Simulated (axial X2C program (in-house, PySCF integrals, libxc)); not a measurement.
Worked dissociation energy of BeI⁺: HF, without spin–orbit coupling

Calculated with an in-house all-electron X2C program for linear molecules (integrals from PySCF). Spin-free means the one-electron spin-free X2C Hamiltonian. Basis: I dyall-cv3z [11s12p8d4f1g], Be dyall-cv3z [8s8p3d1f] (cores contracted in-house); Gaussian nuclei, density fitting, unrestricted open shells. Masses: I 126.904 u, Be 9.012 u.

Molecular state: M_S = 0, Λ = 0 (closed shell).

| Item | Value |
| --- | --- |
| E(I) (2M_S = 1, M_L = 0) | -7112.757757 hartree |
| E(Be+) (2M_S = 1, M_L = 0) | -14.279914 hartree |
| E(BeI⁺) at Re | -7127.117605 hartree |
| ωe | 747.3 cm⁻¹ |
| ωexe | 3.73 cm⁻¹ |

Task: Work out De and D0.

Result: De = -7112.757757 + (-14.279914) − (-7127.117605) = 0.07993 hartree = 2.175 eV. The zero-point energy is ωe/2 − ωexe/4 = 373 cm⁻¹ = 0.046 eV, so D0 = 2.129 eV.

The state is one determinant whose occupation by symmetry is held fixed; it was picked as the lowest of a PBE0 search that is not exhaustive. Closed shells are restricted here (equal orbitals for both partners); the stretched side of such a curve lies too high. De is counted from the lowest determinant-based energies of the atoms at the same level, without counterpoise correction. Spin–orbit coupling changes these values markedly for this molecule (Re by over 0.02 Å or De by over 0.25 eV), so the spin-free numbers are a model. Spin-free De lacks the spin–orbit lowering of the heavy p-block atom, a tenth of an eV or more for 4p and 5p, up to an eV for 6p and one to two eV for 7p atoms, less what an open-shell molecule gains itself.

Hartree–Fock lacks correlation and underbinds, often by eV.

Each atomic determinant is the lowest at this level and need not be a pure term. Totals compare only within one Hamiltonian and basis.
